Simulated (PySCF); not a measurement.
PySCF run on KP⁺

The script input.py:

```python
from pyscf import gto, scf

mol = gto.M(
    atom='K 0 0 0; P 0 0 3.576',
    basis='def2-svp',
    charge=1,
    spin=1,
    verbose=3,
)
mf = scf.UHF(mol)
mf.kernel()
mf.dip_moment()
print('orbital energies (hartree):', [e[max(0, n-3):n+3].round(4) for e, n in zip(mf.mo_energy, mol.nelec)])
```

```bash
$ OMP_NUM_THREADS=1 python input.py
```

Output (some set-up lines and the per-cycle HOMO/LUMO lines with their warnings removed):

```
converged SCF energy = -939.455922536351  <S^2> = 0.75806689  2S+1 = 2.0080507

WARN: System has nonzero charge 1; the dipole moment is origin-dependent.
Location of origin: [0. 0. 0.]

Dipole moment(X, Y, Z, Debye): -0.00000,  0.00000,  1.56042
orbital energies (hartree): [array([-0.9061, -0.5346, -0.4819, -0.1781, -0.1282, -0.0692]), array([-1.1463, -0.8106, -0.4631, -0.1624, -0.1276, -0.1134])]
```

In short: E(SCF) = -939.455923 Eh, ⟨S²⟩ = 0.758.

Run time: 0.64 s on 1 thread of Intel Xeon Platinum 8488C (shared host).

At this level a UHF run with spin=3 ends 2.09 eV lower; the true order of the states can differ. The bond length is a typed value, not an optimised one. The dipole of an ion depends on the origin. No search for the lowest solution was made.
